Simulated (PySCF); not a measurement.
## Tin: a sound run and one with changed settings

Sound run: Sn⁺ [Kr] 4d10 5s2 5p1, Sn²⁺ [Kr] 4d10 5s2. Computed with PySCF 2.14 in def2-TZVP with the def2 core potential (28 electrons) (6s5p3d2f, 50 functions), with a scalar-relativistic core potential. The sound run starts from symmetry-adapted Hartree-Fock orbitals and uses a fine grid where one is needed.

Changed run: 6 angular points. This setting is unsound on purpose.

| species | method | sound run (hartree) | changed run (hartree) | converged |
| --- | --- | --- | --- | --- |
| Sn⁺ | UHF | -213.08803 | -213.08803 | yes |
| Sn⁺ | PBE | -213.98268 | -217.18795 | yes |
| Sn⁺ | M06-2X | -213.93114 | -214.29269 | yes |
| Sn²⁺ | UHF | -212.58271 | -212.58271 | yes |
| Sn²⁺ | PBE | -213.46008 | -216.00160 | yes |
| Sn²⁺ | M06-2X | -213.41162 | -213.69320 | yes |

Ionisation energy of Sn⁺:

```csv
method,sound run (eV),changed run (eV)
UHF,13.750,13.750
M06-2X,14.137,16.313
```

A coarse angular grid integrates products of high-l functions wrongly, so density functionals can shift, and the SCF can exploit the error; Hartree-Fock and MP2 need no grid.

For comparison, NIST gives 14.633 eV between the lowest levels.
